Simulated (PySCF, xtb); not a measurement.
B(Br)(vinyl)(OH) (C₂H₄BBrO), SMILES OB(Br)C=C. One conformer was computed; it need not be the lowest.

Harmonic wavenumbers (cm⁻¹) from GFN2-xTB in xtb at its own minimum, in rising order: 62, 166, 286, 322, 330, 599, 601, 634, 852, 934, 999, 1024, 1037, 1301, 1329, 1405, 1653, 3036, 3090, 3119, 3585.

Task: What does PBE-D3(BJ)/def2-SVP run with PySCF 2.14.0 give at its own minimum? (The exact figures need the calculation; the answer reports its results.)

Result: 68, 179, 288, 331, 384, 566, 616, 646, 874, 966, 998, 1013, 1088, 1258, 1351, 1405, 1628, 3059, 3097, 3156, 3730. Paired by order, the mean absolute difference is 27 cm⁻¹ and the zero-point energies are 37.7 and 38.2 kcal/mol.
